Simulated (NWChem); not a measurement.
Molecule: C3H3N2, doublet; SMILES [nH]1nc[c]c1

```xyz
8

C      1.2292    -0.1158     0.0000
C      0.5223     1.0629     0.0000
N     -0.7755     0.6670     0.0000
N     -0.9333    -0.6527     0.0000
C      0.2962    -1.1618     0.0000
H      0.8213     2.1083     0.0000
H     -1.5978     1.2578     0.0000
H      0.4475    -2.2397     0.0000
```
Atoms are numbered in this order, from 1.

Computed with NWChem. Spin-unrestricted. In the optimisation the excess spin sits in a' (Cs, its own frame). The geometry was optimised at PBE0/def2-SVP, spin-unrestricted. No stability test was run on the SCF state. B3LYP is NWChem's, with the RPA form of VWN correlation. Level: B3LYP/def2-SVP with SMD (1 M gas to 1 M solution), gas-phase geometry. Reactions with the solvent are ignored.

### Question
What does the run give for solvent 1-propanol? Quantities: solvation free energy (kcal/mol); cavity-dispersion-structure term (kcal/mol); dipole in solution (D).

### Answer
```yaml
solvation free energy (kcal/mol): -5.7
cavity-dispersion-structure term (kcal/mol): 1.6
dipole in solution (D): 3.07
```
